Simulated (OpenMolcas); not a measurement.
Ni3+: ligand-field states by method

Ni3+ with 6 ligands (water) in octahedral coordination (Th) at 1.89 Å. Ligand basis ANO-RCC-VDZP.

```json
{"Program": "OpenMolcas", "Basis": "ANO-RCC-VTZP [6s5p3d2f1g]", "Scalar Hamiltonian": "DKH2, point nucleus", "Active space": "7 electrons in 5 orbitals (3d)", "State averaging": "2S+1 = 4 even, 10 roots; 2S+1 = 2 even, 40 roots", "Spin-orbit coupling": "state interaction with AMFI integrals over the reference wave functions"}
```

I. CASSCF
II. SS-CASPT2, IPEA 0.25 Eh, imaginary shift 0.1 Eh (closed shells correlated: 3s 3p and the ligand valence shells)

Spin-free states (labels of O, taken over from Oh, the nearest higher group) in cm-1, each column counted from its own energy of the first state listed:

```json
{"State": "4T1", "Degeneracy": "3", "I": "0", "II": "0"}
{"State": "2E", "Degeneracy": "2", "I": "10362", "II": "-500"}
{"State": "4T2", "Degeneracy": "3", "I": "11279", "II": "13870"}
{"State": "2T2", "Degeneracy": "3", "I": "21059", "II": "13490"}
{"State": "2T1", "Degeneracy": "3", "I": "21184", "II": "12130"}
{"State": "4A2", "Degeneracy": "1", "I": "24365", "II": "32910"}
{"State": "2T1", "Degeneracy": "3", "I": "27399", "II": "16360"}
{"State": "4T1", "Degeneracy": "3", "I": "29164", "II": "27230"}
{"State": "2A1", "Degeneracy": "1", "I": "31646", "II": "24280"}
{"State": "2T2", "Degeneracy": "3", "I": "33286", "II": "26290"}
{"State": "2T1", "Degeneracy": "3", "I": "36255", "II": "30360"}
{"State": "2E", "Degeneracy": "2", "I": "39018", "II": "31880"}
{"State": "2T2", "Degeneracy": "3", "I": "43201", "II": "34790"}
{"State": "2T1", "Degeneracy": "3", "I": "44853", "II": "40190"}
{"State": "2E", "Degeneracy": "2", "I": "47116", "II": "47670"}
{"State": "2T2", "Degeneracy": "3", "I": "51627", "II": "38170"}
{"State": "2A2", "Degeneracy": "1", "I": "56605", "II": "45370"}
{"State": "2T1", "Degeneracy": "3", "I": "56937", "II": "51180"}
{"State": "2E", "Degeneracy": "2", "I": "82347", "II": "68300"}
{"State": "2T2", "Degeneracy": "3", "I": "82943", "II": "70890"}
```

II puts a state of multiplicity 2 lowest, 500 cm-1 below that state.

From I to II, I's first state of the same spin (4T2) moves from 11279 to 13870 cm-1, by about +2600 cm-1.

From I to II, I's first state of another spin (2E) moves from 10362 to -500 cm-1, by about -11000 cm-1.

I: A least-squares ligand-field fit to the states below 45000 cm-1, each weighted by its degeneracy and with a free common offset, gives 10Dq = 13299 cm-1, B = 1290 cm-1 and C = 4804 cm-1 (C/B = 3.72), with an rms deviation of 331 cm-1. The same method and metal basis give the free ion B = 1428 cm-1 (fit to its terms below 60000 cm-1, rms deviation 19 cm-1), so the nephelauxetic ratio is β = 1290 / 1428 = 0.90; it hangs on how both fits weigh the states, and computed free-ion B values tend to be too large, so β mixes covalency with correlation.

χT at 300 K: I 3.30, II 1.28 cm3 K/mol.

Roots that are degenerate in the reference are averaged as groups; the widest CASPT2 spread within a group is 1800 cm-1 (the 2-fold group of multiplicity 2 near 32400 cm-1 above the lowest state of its run, II). Shifts and gaps below about the spread of the groups concerned are not significant. Over all roots computed the reference weight is 0.64 to 0.71 in II; the roots of lowest weight are the least certain, and an intruder state may touch them. Ligand-to-metal charge-transfer states are missing. With no ligand orbital active B as a rule stays too high, so bands that hang on it stand too high and its fall with covalency is understated. An orbital triplet at a regular site is open to Jahn-Teller coupling, which can distort the site and quench the lowest spin-orbit gaps and is left out (holds for I). Without dynamic correlation the repulsion within the d shell is too large (B by tens of per cent), so at a given field states of lower spin stand too high (holds for I). This shell can be high or low spin here, a state of another spin lies low, and with metal d orbitals alone active their balance is uncertain, so the ground spin may be wrong (holds for I). With metal d orbitals alone the field can be off either way by tens of per cent (holds for I). Spin-orbit coupling mixes the spin-free states strongly: the lowest level takes only 68 % from its leading state, 2E (holds for II). An orbital doublet at a regular site is open to a Jahn-Teller distortion, which this geometry leaves out (holds for II). This shell can be high or low spin here, a state of another spin lies low, and with metal d orbitals alone active their balance is uncertain, so the ground spin may be wrong, although the usual error favours high spin (holds for II). A single d shell leaves out the double-shell effect, which counts most for late 3d ions, where the CASPT2 field can be off either way by tens of per cent (holds for II). These CASPT2 states fit no ligand-field parameters well, so their order and spin gaps are uncertain (holds for II). With one d shell and no ligand orbital active, 10Dq can be off by a tenth or more (holds for II). The distance lies 4 % under the 1.96 Å that this model takes as the normal distance (a Shannon-type radius plus a fixed donor radius); by an R⁻⁵ law this alone changes a d-shell field by about +20 %. No measured value stands beside these numbers; the geometry was imposed, not optimised, and the real ion may take another.
